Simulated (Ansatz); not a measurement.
```yaml
crystal:
  periodic: [false, false, false]
  atoms:
    - {symbol: N, position_ang: [-1.082488, 0.476988, -0.849683]}
    - {symbol: Si, position_ang: [0.470618, -0.141654, -0.548348]}
    - {symbol: C, position_ang: [0.477465, -0.400120, 1.356885]}
    - {symbol: O, position_ang: [-0.460869, -0.045196, 2.028993]}
    - {symbol: H, position_ang: [-1.392454, 0.887273, -1.711421]}
    - {symbol: H, position_ang: [-1.640875, 0.741146, -0.052833]}
    - {symbol: H, position_ang: [1.613907, 0.756672, -0.887681]}
    - {symbol: H, position_ang: [0.748346, -1.446931, -1.210583]}
    - {symbol: H, position_ang: [1.354750, -0.874477, 1.857472]}
basis:
  gaussian: {orbitals: def2-mTZVPP, final_grid: {core_spheres: 1, valence_spheres: 1, degree: 3}}
hamiltonian: {xc: {name: r2SCAN}}
scf: {lower_state_search: off}
output: {forces: true}
```

```sh
$ ansatz run in.yaml --threads 2 --pin off --events-out ev --progress --plain --max-ram 4352MiB
```

Shortened log:

```
Functional definition: r2SCAN
1023 factors; their error is unknown
mean field evaluation 1: about -12521.7666 eV, gradient 7.4e1 eV
mean field evaluation 2: about -12493.4106 eV, gradient 1.3e2 eV
mean field evaluation 4: about -12531.2804 eV, gradient 1.4e1 eV
mean field evaluation 8: about -12495.6647 eV, gradient 2.3e2 eV
mean field evaluation 16: about -12613.0893 eV, gradient 2.1e1 eV
a density is far from that of the atoms, so the factors are made again for it
1376 factors; integrals over basis functions are off by at most 7.6e-4 eV
mean field evaluation 32: about -12265.0360 eV, gradient 2.8e2 eV
mean field -12627.98853336 eV, -464.0700190428 hartree, gradient 2.4e-6 eV, S^2 0.000000; 0 other end points of the search recorded, 0 dependent functions left out
reference -12627.98858023 eV, -464.0700207653 hartree; 20, 20 occupied and 99, 99 virtual orbitals, 1376 factors
Total energy: -12627.98858023 eV, -464.0700207653 hartree
Atom 0 at    -1.082488     0.476988    -0.849683 Å, force    19.266628    -5.532188    21.347774 eV/Å
Atom 1 at     0.470618    -0.141654    -0.548348 Å, force   -86.748784    11.428761    87.901025 eV/Å
Atom 2 at     0.477465    -0.400120     1.356885 Å, force   -10.705523    30.463945   -65.611183 eV/Å
Atom 3 at    -0.460869    -0.045196     2.028993 Å, force    21.953517   -15.192267   -53.686786 eV/Å
Atom 4 at    -1.392454     0.887273    -1.711421 Å, force    22.778615   -12.362819    29.163639 eV/Å
Atom 5 at    -1.640875     0.741146    -0.052833 Å, force    19.149839    -5.579220   -16.705541 eV/Å
Atom 6 at     1.613907     0.756672    -0.887681 Å, force    10.989968     1.898192     1.800775 eV/Å
Atom 7 at     0.748346    -1.446931    -1.210583 Å, force     7.341031    -8.215946     0.956552 eV/Å
Atom 8 at     1.354750    -0.874477     1.857472 Å, force    -4.025292     3.091543    -5.166256 eV/Å
Dipole moment:     3.710054    -1.274914    -0.962978 e Å
Checks for a lower state left out: stability, starts, cluster_reference, orbital_swaps, neighbouring_geometries, increment
```

Task: Something in this input is off. What?

Result: The integration grid is far too coarse. The calculation finished and met its thresholds. The result belongs to that input, not to the molecule as meant.
